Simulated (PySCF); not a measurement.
F$_{3}$Sb (SMILES [F][Sb]([F])[F]), singlet, geometry from GFN2-xTB (core potentials on Sb), with bond 3-1 at 1.6 times its length. Base run: PBE0/def2-SVP in PySCF.

PySCF was given this input:
```python
from pyscf import gto, scf, dft

mol = gto.Mole()
mol.atom = '''
    Sb    0.00179571   -0.00268353    0.40263206
    F    -1.26106459   -0.92708194   -0.76113086
    F    -0.29195643    2.49806367   -1.44056496
    F     1.43268829   -0.61799484   -0.77108473
'''
mol.basis = 'def2-svp'
mol.ecp = {'Sb': 'def2-svp'}
mol.verbose = 4
mol.build()

mf = dft.RKS(mol)
mf.xc = 'pbe0'
mf.kernel()
mf.analyze()
```

The base run was repeated with changes; each row names its change, and settings that it needs were set with it.

```
change                                                                            ΔE vs base (µEh)  SCF cycles        outcome
--------------------------------------------------------------------------------  ----------------  ----------  -------------
base                                                                                           0.0          15      converged
conv_tol = 1e-7                                                                                0.0          14      converged
conv_tol_grad = 1e-7                                                                           0.0          19      converged
solver = newton                                                                                0.0           -      converged
diis_space = 20                                                                                0.0          16      converged
diis_space = 2                                                                                   -          50  not converged
diis = off; damp = 0.6 (with mf.diis_start_cycle = 200; with mf.max_cycle = 150)                 -         150  not converged
init_guess = mod_huckel                                                                        0.0          20      converged
level_shift = 1.0 (with mf.max_cycle = 100)                                                    0.0          82      converged
conv_tol = 1e-11                                                                               0.0          17      converged
level_shift = 0.1 (with mf.max_cycle = 100)                                                    0.0          19      converged
DIIS = ADIIS                                                                                   0.0          31      converged
level_shift = 0.5 (with mf.max_cycle = 100)                                                    0.0          29      converged
```
